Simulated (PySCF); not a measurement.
Vertical excitations of a molecule C6H12O2 from TDDFT-LC-ωPBE/def2-SVP in PySCF, as energy in eV (oscillator strength): 5.90 (0.001), 8.52 (0.135), 9.08 (0.000), 9.97 (0.120), 10.24 (0.028), 10.38 (0.203), 10.52 (0.001), 10.63 (0.000), 10.64 (0.002), 10.70 (0.000). Lowest triplet (TDA): 5.30 eV. Coordinates come from a TPSSh-D3(BJ)/def2-SVP optimisation. Other conformers were not sampled.

### Question
Which molecule gave these data?
(A) CC/C(=C/OC)OC
(B) CCCCOC(C)=O
(C) COC(=O)C(C)(C)C

### Answer
B, CCCCOC(C)=O
